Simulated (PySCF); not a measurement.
Structure with atom numbers: `[CH2:1]=[CH:2][P-:3][SiH3:4]`; H(Xn) means a hydrogen on atom n. Ha(C1) is cis to P3; Hb(C1) is trans to P3.

Geometry: PBE0-D3(BJ)/def2-SVP; GIAO shifts from PySCF 2.14, gas phase, non-relativistic, averaged over equivalent atoms.

At PBE0/pcSseg-1 (112 basis functions, 9.1 s wall time on 1 thread of an Arm Neoverse V2, shared host):
| atoms | δ (ppm) |
| --- | --- |
| C2 | 166.5 |
| C1 | 98.1 |
| P3 | -204.4 |
| Si4 | -88.9 |
| H(C2) | 6.93 |
| Hb(C1) | 4.37 |
| Ha(C1) | 4.10 |
| H(Si4) | 3.95 |

Referencing at the same level of theory: TMS for 13C (184.41 ppm) and 29Si (351.99 ppm) and 1H (31.27 ppm); H3PO4 for 31P (310.13 ppm).

Question: What do these become at B97-2/pcSseg-2?

Answer: 
```csv
atoms,δ at B97-2/pcSseg-2,change
C2,169.6,+3.1
C1,97.2,-0.9
P3,-188.7,+15.7
Si4,-88.7,+0.2
H(C2),7.38,+0.45
Hb(C1),4.48,+0.11
Ha(C1),4.36,+0.26
H(Si4),4.13,+0.18
```

δ = σ(ref) − σ, references computed at the same level: 13C (σ = 183.46 ppm) and 29Si (σ = 347.59 ppm) and 1H (σ = 31.36 ppm) vs TMS; 31P (σ = 303.21 ppm) against H3PO4.

The largest change is at P3 (phosphorus bonded to C, Si). Cost: 242 basis functions, 17 s wall time on 1 thread of an Arm Neoverse V2, shared host.

Experimental scales use liquid or dissolved standards, which lie at an offset from isolated H3PO4.
